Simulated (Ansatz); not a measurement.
Consider the ligand exchange at a B–N bond: `FBN([SiH3])[SiH3]` + `CNC` → `CN(C)BF` + `[SiH3]N[SiH3]`.

Program: Ansatz. Geometries: PBE0-D4/def2-TZVP. ΔE: electronic, gas phase. CCSD(T)/CBS adds triple-zeta CCSD(T) − MP2 to the extrapolated MP2 energy (def2 sets, frozen cores). This one scheme is used for every species. Each species was taken in one conformer, which may not be the lowest.

| species | CCSD(T)/CBS(def2) energy (Eh) |
| --- | --- |
| `FBN([SiH3])[SiH3]` | -761.79139 |
| `CNC` | -135.00321 |
| `CN(C)BF` | -259.69840 |
| `[SiH3]N[SiH3]` | -637.10515 |

Problem. Work out ΔE.

Solution. ΔE = (-259.69840) + (-637.10515) − (-761.79139) − (-135.00321) = -0.00895 Eh = -5.6 kcal/mol.

Largest T1 diagnostic among the species: 0.012.

Leaving LDA and LC-ωPBE aside and taking each functional with its dispersion term where it has one, the values, not all of them listed here, spread over 1.0 kcal/mol, from CAM-B3LYP-D4 to revPBE-D4. LDA lies −1.2 kcal/mol from PBE without D4.
